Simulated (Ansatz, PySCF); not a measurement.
The pair A = HF (SMILES F) (first 2 atoms), B = C2H4 (SMILES C=C); geometry from B3LYP-D3(BJ)/def2-TZVP.
(charge 0, multiplicity 1):
```csv
atom,x (Å),y (Å),z (Å)
F,-0.2339,0.8565,0.5851
H,-0.1684,0.5554,1.4687
C,-0.5436,0.2478,3.6421
C,0.4985,-0.5061,3.3093
H,-0.4209,1.2675,3.9868
H,-1.5579,-0.1292,3.5911
H,0.3765,-1.5288,2.9734
H,1.5135,-0.1320,3.3691
```

Cores are frozen in the correlated methods. Rows in 6-31G* carry no dispersion term and start afresh at each structure (6-31G* with six Cartesian d functions). MP2/6-31G* freezes PySCF's default core.

Run with Ansatz (Gaussian orbitals); PySCF for 6-31G* rows. 

Total energies (hartree), monomers frozen at their geometry in the pair:

```tsv
structure	B3LYP/6-31G*	MP2/6-31G*	CCSD(T)/aug-cc-pVTZ
AB	-179.0162656	-178.4751115	-178.8009979
A in the pair's basis	-100.4215502	-100.1837543	-100.3497945
B in the pair's basis	-78.5882633	-78.2865132	-78.4441784
A	-100.4201677	-100.1821681	-100.3493437
B	-78.5873938	-78.2849419	-78.4436609
```

Question: Work out the interaction energy without and with the counterpoise correction, and the superposition error, for each level.

Answer: 
E(AB) − E(A) − E(B), times 627.509 kcal/mol, with the monomers in their own basis and then in the pair's basis:
- B3LYP/6-31G*: -5.46 uncorrected, -4.05 corrected; the monomers gain 1.41 kcal/mol from borrowed functions
- MP2/6-31G*: -5.02 uncorrected, -3.04 corrected; the monomers gain 1.98 kcal/mol from borrowed functions
- CCSD(T)/aug-cc-pVTZ: -5.02 uncorrected, -4.41 corrected; the monomers gain 0.61 kcal/mol from borrowed functions

Ansatz is a program for electronic structure.
